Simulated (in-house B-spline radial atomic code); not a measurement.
Inner levels of europium as electrons are removed. A shift is the extra binding of the orbital against the neutral atom ([Xe] 4f7 6s2). Computed with an all-electron radial atomic-structure program (B-spline basis): non-relativistic Hartree-Fock, average of the configuration, point nuclei.

This level leaves out relativity, spin-orbit splitting included, which matters for heavy ions.

| ion | configuration | shift of 3s (eV) | shift of 3p (eV) | shift of 2p (eV) | radius of 3s (bohr) | radius of 3p (bohr) | radius of 2p (bohr) | Σ<r²> (bohr²) | change of density at nucleus (bohr⁻³) |
| --- | --- | --- | --- | --- | --- | --- | --- | --- | --- |
| Eu39+ | [Ar] 3d6 | 1676.63 | 1686.71 | 1901.08 | 0.25301 | 0.24197 | 0.086538 | 0.94259 | -352.74 |
| Eu40+ | [Ar] 3d5 | 1772.48 | 1784 | 2032.73 | 0.25149 | 0.24032 | 0.086444 | 0.87797 | -266.14 |
| Eu41+ | [Ar] 3d4 | 1869.44 | 1882.49 | 2166.4 | 0.24999 | 0.23868 | 0.086346 | 0.81561 | -177.49 |
| Eu42+ | [Ar] 3d3 | 1967.5 | 1982.18 | 2302.1 | 0.2485 | 0.23706 | 0.086246 | 0.75542 | -86.781 |
| Eu43+ | [Ar] 3d2 | 2066.66 | 2083.07 | 2439.82 | 0.24702 | 0.23546 | 0.086141 | 0.69728 | 5.988 |
| Eu44+ | [Ar] 3d1 | 2166.9 | 2185.15 | 2579.53 | 0.24555 | 0.23387 | 0.086034 | 0.64113 | 100.82 |
| Eu45+ | [Ne] 3s2 3p6 | 2268.24 | 2288.43 | 2721.25 | 0.2441 | 0.23231 | 0.085924 | 0.58685 | 197.72 |
